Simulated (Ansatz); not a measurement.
`[OH][GeH2][SiH2][SiH3]` at its PBE0-D4/def2-TZVP geometry, where that method's forces vanish. Charge 0, multiplicity 1.

```csv
atom,x (Å),y (Å),z (Å)
O1,0.325,-2.317,0.901
Ge2,-0.585,-1.672,-0.501
Si3,-1.031,0.649,-0.141
Si4,0.994,1.738,0.274
H5,1.171,-1.881,1.023
H6,-1.845,-2.548,-0.544
H7,0.245,-1.882,-1.788
H8,-1.945,0.804,1.024
H9,-1.687,1.231,-1.345
H10,1.853,1.671,-0.939
H11,1.706,1.045,1.384
H12,0.799,3.163,0.651
```

(1) For each bond, give half the difference of the two atoms' forces along it (eV/Å; positive pushes the atoms apart) under PBE-D4, r2SCAN-D4, B3LYP-D4, ωB97M-V in def2-TZVPP. (Estimate.)

Results:

(1) Ansatz gave: 
| bond | length (Å) | PBE-D4 | r2SCAN-D4 | B3LYP-D4 | ωB97M-V |
| --- | --- | --- | --- | --- | --- |
| O1–Ge2 | 1.791 | 0.39 | 0.10 | 0.28 | 0.15 |
| O1–H5 | 0.960 | 0.39 | 0.05 | -0.03 | -0.06 |
| Ge2–Si3 | 2.391 | -0.12 | -0.03 | 0.05 | 0.00 |
| Ge2–H6 | 1.536 | 0.08 | -0.04 | -0.06 | -0.10 |
| Ge2–H7 | 1.546 | 0.03 | -0.04 | -0.04 | -0.09 |
| Si3–Si4 | 2.337 | -0.08 | 0.01 | 0.11 | 0.09 |
| Si3–H8 | 1.488 | 0.10 | -0.01 | -0.10 | -0.11 |
| Si3–H9 | 1.490 | 0.09 | -0.01 | -0.09 | -0.10 |
| Si4–H10 | 1.488 | 0.09 | -0.02 | -0.07 | -0.10 |
| Si4–H11 | 1.489 | 0.09 | -0.02 | -0.07 | -0.10 |
| Si4–H12 | 1.487 | 0.09 | -0.01 | -0.07 | -0.11 |

B3LYP here is the variant with VWN-RPA as its local correlation; programs differ in this.
